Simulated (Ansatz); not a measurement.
**Loss of C2H2: C2H2ClIn → InCl + C2H2**

Species: C2H2ClIn `C#[C][InH][Cl]`, singlet; InCl, singlet; C2H2 (acetylene) `C#C`, singlet. 

Shapes, held fixed at every level: PBE0-D4/def2-TZVP. Programs: Ansatz 0.2.0. The zero-point and thermal change to 298 K, harmonic and unscaled (PBE0-D4/def2-TZVP), is +7.3 kJ/mol.

```csv
level,kind,ΔH(298 K) (kJ/mol),less CCSD(T)/def2-TZVPP,CPU time (sum over the molecules)
HF/def2-SVP,Hartree–Fock,-64.0,-20.4,–
SPW92/def2-TZVPP,LDA,-37.7,+5.9,5.5 s
r2SCAN-D4/def2-TZVPP,meta-GGA,-47.8,-4.2,15 s
BHLYP-D4/def2-TZVPP,global hybrid,-61.0,-17.4,10 s
PBE0-D4/def2-TZVPP,global hybrid,-51.6,-8.0,9.8 s
wB97M-V/def2-TZVPP,range-separated hybrid,-45.6,-2.0,28 s
MP2/def2-SVP,perturbation theory,-33.4,+10.2,–
CCSD(T)/def2-TZVPP,coupled cluster or CI,-43.6,0.0,19 s
```

The highest level, CCSD(T)/def2-TZVPP, gives ΔH(298 K) = -43.6 kJ/mol; the levels span -64.0 to -33.4. The column of differences is taken from that level and isn't an error. No measured value is set beside it here. For atoms past krypton def2 sets carry core potentials with scalar relativity. Correlated rows may include outer-core shells of In, which these sets cover unevenly. Times are processor times on shared x86 and Arm servers, and rough.
